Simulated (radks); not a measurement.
Results of a calculation; reference values are marked as such.
Problem. These are the eigenvalues of the occupied orbitals of an atom or ion with whole-number occupations (eV). Code: a radial shooting solver on a logarithmic mesh with Libxc functionals. Model: Dirac Kohn-Sham, LDA (Slater exchange, Perdew-Zunger correlation), spin-unpolarised, spherical densities, point nucleus.

| orbital | eigenvalue |
|---|---|
| 1s1/2 | -80613.99 |
| 2s1/2 | -14230.65 |
| 2p1/2 | -13649.80 |
| 2p3/2 | -11815.77 |
| 3s1/2 | -3374.072 |
| 3p1/2 | -3112.643 |
| 3p3/2 | -2708.016 |
| 3d3/2 | -2273.028 |
| 3d5/2 | -2186.009 |
| 4s1/2 | -748.0094 |
| 4p1/2 | -636.5859 |
| 4p3/2 | -539.2829 |
| 4d3/2 | -356.7459 |
| 4d5/2 | -338.6179 |
| 5s1/2 | -127.7004 |
| 4f5/2 | -104.1641 |
| 4f7/2 | -100.3345 |
| 5p1/2 | -91.0982 |
| 5p3/2 | -73.9674 |
| 5d3/2 | -24.7655 |
| 5d5/2 | -22.9553 |
| 6d3/2 | -4.1883 |
| 6d5/2 | -4.1080 |

Which element is it, and in what charge state? The configuration may be excited. Open shells, if any, are shared by 2j + 1.

Solution. Z = 79, gold, charge +1: Au+ in [Kr] 4d10 4f14 5s1 5p6 5d10 6d1. The list shows which subshells hold electrons but not how many an open one holds; the 1s level, -2962.5 hartree, gives Z - s = 77.0 by -(Z - s)^2/2, which with screening and relativity narrows Z to a few neighbours, and the depths of the outer levels then fix element, charge and occupations together.
